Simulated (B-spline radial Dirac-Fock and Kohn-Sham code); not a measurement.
# K-line shifts caused by a second vacancy in Nb³⁺

System: the Nb³⁺ ion in the configuration 1s2 2s2 2p6 3s2 3p6 3d10 4s2 4p6 4d2, inside a Watson sphere of charge -3 and radius 3 Å (a model of the Madelung potential; inside it an electron's potential energy is raised by 14.4 eV).

Model: Dirac-Fock ΔSCF + Breit + QED. Program: a radial finite-basis atomic code. Each two-hole energy is an average over J within one jj subconfiguration, not an observable level; in light atoms, where LS coupling holds, the j-resolved values are not observed lines, and for a K spectator the Kα1 hypersatellite is nearly forbidden. No correlation.

Lines without a spectator: Kα2 (K-L2) 16519.2 eV, Kα1 (K-L3) 16613.5 eV, Kβ3 (K-M2) 18604.1 eV, Kβ1 (K-M3) 18619.8 eV. Shifts in eV with one spectator hole (a dash: not computed, or left out as unreliable):

| spectator hole | Kα2 | Kα1 | Kβ3 | Kβ1 |
| --- | --- | --- | --- | --- |
| L2 (2p1/2) | +47.2 | +58.7 | – | +127.6 |
| L3 (2p3/2) | +49.3 | +48.4 | +117.5 | – |
| M2 (3p1/2) | – | +5.59 | +13.35 | +16.52 |
| M3 (3p3/2) | +4.47 | – | +14.66 | +14.08 |
| M4 (3d3/2) | +0.19 | -1.75 | – | – |
| M5 (3d5/2) | -2.00 | -0.68 | – | – |

Question: Where does the K-L3 hypersatellite lie, emitted when both K electrons are missing?

Answer: +463.4 eV from the normal line, at 17077.0 eV. Removing both K electrons costs 38650.8 eV, which is 627.5 eV more than twice the K binding energy.

With n spectator holes in 2p, averaged over the 2p shell (energies in eV):

```tsv
n	KαLⁿ	step	hypersatellite KαʰLⁿ
0	16582.1	–	17042.4
1	16633.4	+51.3	17095.0
2	16685.9	+52.5	17148.9
3	16739.6	+53.7	17203.9
4	16794.5	+54.9	17260.2
5	16850.7	+56.1	17317.7
```
